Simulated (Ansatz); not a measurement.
Species: Ge₂H₆, charge 0, singlet. Ge2H6 (SMILES [GeH3][GeH3]).
B3LYP-D3(BJ)/def2-TZVP minimum from Ansatz (a quantum-chemistry and plane-wave program):
```
Ge
H 1 1.5391
H 1 1.5391 2 108.52
H 1 1.5391 2 108.52 3 117.74
Ge 1 2.4359 2 110.41 3 -121.13
H 5 1.5391 1 110.41 2 180.00
H 5 1.5391 6 108.52 1 -121.13
H 5 1.5391 6 108.52 7 -117.74
```

Wanted: atomisation energy (electronic, to ground-state atoms), in kJ/mol. Open shells are spin-unrestricted; no spin-orbit coupling. Correlated methods leave the cores frozen (noble-gas shells, and filled d and f shells in the p block). No relativity. CBS(X,Y): correlation extrapolated as X^-3, Hartree-Fock from the larger set. A bracket is a step between two methods taken in the basis named. Double hybrids freeze cores in their MP2 part. For partners of very few electrons the exact lower level stands in for a higher one.

CCSD(T)/CBS(cc-pVTZ,cc-pVQZ) + [CCSDT(Q) - CCSD(T)]/cc-pVTZ (Ansatz) gives 2026.5 kJ/mol.

**Question.** How far off this value is PBE/def2-TZVPD (Ansatz), in which direction, and how far these levels: B3LYP/def2-TZVPD, wB97M-V/def2-TZVPD, B2PLYP/def2-TZVPD, CCSD(T)/CBS(cc-pVTZ,cc-pVQZ)?

**Answer.** PBE gives 1978.4 kJ/mol, 48.1 kJ/mol below it. Differences of the others: B3LYP/def2-TZVPD (Ansatz) -24.3; wB97M-V/def2-TZVPD (Ansatz) -12.4; B2PLYP/def2-TZVPD (Ansatz) -49.2; CCSD(T)/CBS(cc-pVTZ,cc-pVQZ) (Ansatz) -1.3 kJ/mol.
